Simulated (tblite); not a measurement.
Species: C6H13NOSi2.
Bonds: C1–N2, N2–Si3, N2–C4, C4–Si5, Si5–C6, C6–C7 (aromatic), C7–C8 (aromatic), C8–C9 (aromatic), C9–O10 (aromatic), C6–O10 (aromatic). Hydrogens: H11, H12, H13 on C1; H14, H15, H16 on Si3; H17, H18 on C4; H19, H20 on Si5; H21 on C7; H22 on C8; H23 on C9.

Computed with GFN2-xTB (tblite), gas phase: L-BFGS steps from a force-field or distance-geometry start until the largest atomic force falls under 0.01 eV/Å.

The end geometry, which sets the zero of energy:
```
atom  x, y, z in Å
C1     -2.6464   -0.7291    1.2473
N2     -2.2592    0.2217    0.2396
Si3    -3.1844    0.4189   -1.1935
C4     -0.8478    0.5360    0.2645
Si5     0.3527   -0.8588   -0.2742
C6      2.0846   -0.1710   -0.0986
C7      3.1457   -0.0627   -0.9563
C8      4.2043    0.5245   -0.2286
C9      3.7161    0.7330    1.0251
O10     2.4453    0.3195    1.1135
H11    -2.2841   -0.3987    2.2250
H12    -3.7311   -0.7999    1.2831
H13    -2.2401   -1.7292    1.0544
H14    -2.7697    1.7070   -1.7488
H15    -4.5783    0.4127   -0.7494
H16    -3.0059   -0.6238   -2.2205
H17    -0.6913    1.4011   -0.3844
H18    -0.5863    0.8562    1.2821
H19     0.1396   -1.2309   -1.6753
H20     0.2256   -2.0447    0.5843
H21     3.1587   -0.3673   -1.9827
H22     5.1871    0.7579   -0.5844
H23     4.1601    1.1545    1.9058
```

**Question.** These geometries come from the run, each turned onto the end geometry. Order them by energy, lowest first.
A.
```
atom  x, y, z in Å
C1     -2.6919   -0.6736    1.2987
N2     -2.2584    0.2406    0.2700
Si3    -3.1496    0.3577   -1.1975
C4     -0.8325    0.5073    0.3100
Si5     0.3566   -0.8489   -0.3664
C6      2.0914   -0.1638   -0.1349
C7      3.1637   -0.0082   -0.9752
C8      4.2065    0.5613   -0.2161
C9      3.7047    0.7176    1.0353
O10     2.4403    0.2875    1.0955
H11    -2.2187   -0.4099    2.2446
H12    -3.7690   -0.6100    1.4403
H13    -2.4439   -1.7194    1.0815
H14    -2.6621    1.5129   -1.9563
H15    -4.5706    0.5258   -0.8738
H16    -2.9781   -0.8705   -2.0080
H17    -0.6245    1.4344   -0.2354
H18    -0.5550    0.7096    1.3507
H19     0.1014   -1.0730   -1.7866
H20     0.1862   -2.1003    0.3824
H21     3.1862   -0.2730   -2.0082
H22     5.1845    0.8146   -0.5581
H23     4.1280    1.1081    1.9355
```
B.
```
atom  x, y, z in Å
C1     -2.6553   -0.6991    1.2880
N2     -2.2492    0.2242    0.2600
Si3    -3.1478    0.3597   -1.1986
C4     -0.8343    0.5314    0.2843
Si5     0.3454   -0.8479   -0.3300
C6      2.0809   -0.1785   -0.1180
C7      3.1433   -0.0307   -0.9687
C8      4.1909    0.5469   -0.2184
C9      3.6965    0.7122    1.0390
O10     2.4311    0.2802    1.1099
H11    -2.2883   -0.3559    2.2604
H12    -3.7426   -0.7460    1.3226
H13    -2.2725   -1.7136    1.1167
H14    -2.6283    1.5573   -1.8569
H15    -4.5392    0.5136   -0.7730
H16    -3.0508   -0.7785   -2.1307
H17    -0.6810    1.4217   -0.3326
H18    -0.5650    0.8091    1.3109
H19     0.1079   -1.1087   -1.7530
H20     0.1783   -2.0854    0.4475
H21     3.1670   -0.3002   -2.0049
H22     5.1730    0.8032   -0.5587
H23     4.1356    1.1118    1.9324
```
C.
```
atom  x, y, z in Å
C1     -2.6868   -0.6703    1.2947
N2     -2.2512    0.2461    0.2728
Si3    -3.1319    0.3306   -1.2030
C4     -0.8298    0.5231    0.3125
Si5     0.3476   -0.8363   -0.3558
C6      2.0816   -0.1703   -0.1361
C7      3.1492   -0.0181   -0.9777
C8      4.1923    0.5538   -0.2195
C9      3.6900    0.7104    1.0352
O10     2.4244    0.2789    1.0967
H11    -2.2371   -0.4048    2.2543
H12    -3.7689   -0.6048    1.3940
H13    -2.4154   -1.7077    1.0680
H14    -2.6055    1.5019   -1.9026
H15    -4.5317    0.4963   -0.8038
H16    -3.0150   -0.8616   -2.0679
H17    -0.6668    1.4418   -0.2573
H18    -0.5582    0.7518    1.3517
H19     0.1276   -1.0748   -1.7861
H20     0.2055   -2.0953    0.3911
H21     3.1788   -0.2850   -2.0126
H22     5.1739    0.8159   -0.5534
H23     4.1225    1.1053    1.9328
```
D.
```
atom  x, y, z in Å
C1     -2.6950   -0.6740    1.2989
N2     -2.2548    0.2276    0.2529
Si3    -3.1671    0.3640   -1.2223
C4     -0.8288    0.5111    0.3084
Si5     0.3449   -0.8486   -0.3637
C6      2.0898   -0.1607   -0.1332
C7      3.1586   -0.0097   -0.9815
C8      4.2095    0.5623   -0.2179
C9      3.7117    0.7194    1.0426
O10     2.4426    0.2899    1.0963
H11    -2.2262   -0.4161    2.2558
H12    -3.7699   -0.6204    1.4639
H13    -2.4489   -1.7253    1.0860
H14    -2.6601    1.5277   -1.9703
H15    -4.5942    0.5301   -0.8746
H16    -2.9666   -0.8775   -1.9959
H17    -0.6014    1.4398   -0.2293
H18    -0.5420    0.7091    1.3497
H19     0.0953   -1.0727   -1.7940
H20     0.1822   -2.1071    0.3854
H21     3.1863   -0.2755   -2.0207
H22     5.1979    0.8182   -0.5633
H23     4.1314    1.1153    1.9546
```
E.
```
atom  x, y, z in Å
C1     -2.6474   -0.7044    1.2683
N2     -2.2507    0.2275    0.2465
Si3    -3.1755    0.3881   -1.1915
C4     -0.8365    0.5317    0.2722
Si5     0.3500   -0.8540   -0.3171
C6      2.0831   -0.1775   -0.1134
C7      3.1464   -0.0389   -0.9635
C8      4.1976    0.5387   -0.2179
C9      3.7031    0.7117    1.0386
O10     2.4353    0.2861    1.1115
H11    -2.3311   -0.3359    2.2489
H12    -3.7303   -0.8059    1.2679
H13    -2.2062   -1.6968    1.1157
H14    -2.6980    1.6144   -1.8279
H15    -4.5644    0.4893   -0.7407
H16    -3.0660   -0.7266   -2.1498
H17    -0.6766    1.4135   -0.3534
H18    -0.5679    0.8219    1.2966
H19     0.1313   -1.1690   -1.7316
H20     0.2138   -2.0697    0.4970
H21     3.1648   -0.3202   -1.9960
H22     5.1792    0.7908   -0.5643
H23     4.1413    1.1123    1.9319
```

**Answer.** E (0.002 eV), B (0.007 eV), C (0.019 eV), A (0.054 eV), D (0.097 eV).

In the order of the answer:

```csv
step,E above end (eV),largest force (eV/Å),rms force component (eV/Å),rms distance from end (Å),rms bond change (Å),bond most changed (Å)
57,0.002,0.02,0.006,0.063,0.000,Si3–H14 -0.001
33,0.007,0.05,0.017,0.092,0.001,N2–C4 +0.002
14,0.019,0.07,0.023,0.138,0.002,N2–Si3 +0.004
4,0.054,0.23,0.085,0.152,0.004,C4–Si5 +0.009
2,0.097,0.54,0.134,0.155,0.008,N2–Si3 +0.023
```

What follows is the cost of the whole relaxation. The run took 4.6 s wall, 3.4 s CPU on one thread of an Intel Xeon at 2.50 GHz, shared host.
